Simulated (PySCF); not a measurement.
System: CH$_{7}$OSi$_{2}$ (charge 0, doublet). It need not be the lowest isomer of its formula. 
Structure (B3LYP-D3(BJ)/def2-TZVP (Ansatz) minimum search):
SMILES: C[SiH]O[SiH3]
```xyz
11

C      2.4777     0.0285     0.4953
Si     1.0102    -0.2969    -0.6240
O     -0.3673     0.0048     0.2281
Si    -1.9980     0.1694     0.2105
H      2.4434     1.0577     0.8647
H      2.4773    -0.6442     1.3539
H      3.4119    -0.1116    -0.0520
H      1.0417     0.6111    -1.8125
H     -2.6387    -1.1210    -0.1340
H     -2.3997     1.1902    -0.7859
H     -2.4346     0.5940     1.5579
```
Charge 0, spin multiplicity 2.

Dispersion corrections to the total energy (kcal/mol) from the dftd3 and dftd4 libraries through PySCF: D3(BJ) without and D4 with the three-body term, each with the damping fitted for the functional named.

```json
[
 {"functional": "HF", "D3(BJ)": "-41.42", "D4": "-18.24"},
 {"functional": "LC-wPBE", "D3(BJ)": "-5.13", "D4": "-5.84"},
 {"functional": "B2GP-PLYP", "D3(BJ)": "___", "D4": "-2.23"},
 {"functional": "r2SCAN", "D3(BJ)": "-1.47", "D4": "___"},
 {"functional": "BP86", "D3(BJ)": "-8.77", "D4": "-7.10"},
 {"functional": "TPSSh", "D3(BJ)": "___", "D4": "-6.37"},
 {"functional": "CAM-B3LYP", "D3(BJ)": "-4.38", "D4": "-4.52"}
]
```

Some entries are withheld; supply them.


- B2GP-PLYP, D3(BJ): -4.16
- r2SCAN, D4: -1.29
- TPSSh, D3(BJ): -6.10
